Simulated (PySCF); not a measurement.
Vertical excitations of a molecule C3H10FNSi from PySCF with TDA-PBE/def2-SVPD, as energy in eV (oscillator strength): 4.49 (0.003), 4.93 (0.028), 5.51 (0.019), 5.75 (0.004), 5.86 (0.029), 6.07 (0.011). Lowest triplet (TDA): 4.42 eV. Geometry: B3LYP-D3(BJ)/def2-SVP. One conformer was computed; it need not be the lowest.

**Question.** Identify the compound among the candidates.
A. CC[Si@@H](N)CF
B. CN[SiH2][C@@H](C)F
C. CN(C)C[SiH2]F
D. CCN(C)[SiH2]F

**Answer.** C, CN(C)C[SiH2]F
